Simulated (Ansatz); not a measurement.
Isolated molecules relaxed with PBE0-D4/def2-TZVP in Ansatz; ΔE leaves out vibrations. CCSD(T)/CBS adds triple-zeta CCSD(T) − MP2 to the extrapolated MP2 energy (def2 sets, frozen cores). This one scheme is used for every species. Functionals use def2-TZVPP. B3LYP here is the variant with VWN-RPA as its local correlation; programs differ in this. HSE06 is defined as in plane-wave codes. For Ga outer-core shells are correlated without core-valence functions, which leaves a few kJ/mol of doubt a bond. Scalar relativity is left out up to krypton. One conformer a species, not always the lowest.

`C=[N][Ga]([Cl])[Cl]` + CH₃NH₂ → `C[NH][Ga]([Cl])[Cl]` + `C=N`  (ligand exchange at a Ga–N bond)

| level | ΔE (kJ/mol) | difference from CCSD(T)/CBS |
| --- | --- | --- |
| LDA (SPW92) | -34.2 | 2.1 |
| PBE-D4 | -27.4 | 8.9 |
| revPBE-D4 | -25.4 | 10.9 |
| BLYP-D4 | -26.4 | 9.9 |
| r2SCAN-D4 | -29.6 | 6.7 |
| B97M-V | -27.1 | 9.2 |
| B3LYP-D4 | -29.1 | 7.2 |
| r2SCANh-D4 | -30.2 | 6.1 |
| r2SCAN0-D4 | -31.0 | 5.3 |
| HSE06-D4 | -29.5 | 6.8 |
| BHLYP-D4 | -31.0 | 5.3 |
| CAM-B3LYP-D4 | -33.4 | 2.9 |
| ωB97X-V | -32.6 | 3.7 |
| ωB97M-V | -31.5 | 4.8 |
| B2PLYP | -30.5 | 5.8 |
| PBE-QIDH | -32.2 | 4.1 |
| PBE | -26.6 | 9.7 |
| revPBE | -24.2 | 12.1 |
| BLYP | -25.1 | 11.2 |
| r2SCAN | -29.3 | 7.0 |
| PBE0 | -29.1 | 7.2 |
| B3LYP | -27.9 | 8.4 |
| r2SCANh | -29.9 | 6.4 |
| r2SCAN0 | -30.6 | 5.7 |
| HSE06 | -28.8 | 7.5 |
| BHLYP | -30.0 | 6.3 |
| CAM-B3LYP | -32.6 | 3.7 |
| LC-ωPBE | -35.9 | 0.4 |
| RPA@PBE/def2-TZVPP | -34.5 | 1.8 |
| MP2/def2-SVP | -38.4 | -2.1 |
| CCSD/def2-SVP | -40.9 | -4.6 |
| HF/def2-TZVPP | -28.3 | 8.0 |
| MP2/def2-TZVPP | -34.2 | 2.1 |
| SCS-MP2/def2-TZVPP | -34.2 | 2.1 |
| CCSD/def2-TZVPP | -35.6 | 0.7 |
| HF/def2-QZVPP | -28.4 | 7.9 |
| MP2/def2-QZVPP | -35.0 | 1.3 |
| SCS-MP2/def2-QZVPP | -34.9 | 1.4 |
| HF/CBS(def2) | -28.5 | 7.8 |
| CCSD/CBS(def2) | -37.0 | -0.7 |
| CCSD(T)/CBS | -36.3 | 0 |

Largest T1 diagnostic among the species: 0.013.

From BLYP to BHLYP (50 % exact exchange), in def2-TZVPP and without D4, ΔE moves by −5.0 kJ/mol. Leaving LDA and LC-ωPBE aside and taking each functional with its dispersion term where it has one, the values spread over 8.0 kJ/mol, from CAM-B3LYP-D4 to revPBE-D4. LDA lies −7.6 kJ/mol from PBE without D4. At CCSD(T), def2-SVP lies −3.8 kJ/mol from the extrapolated value and def2-TZVPP +1.4 kJ/mol.

CCSD(T)/CBS has its own doubt, a few kJ/mol and more with outer-core shells, so smaller differences from it don't rank the levels.
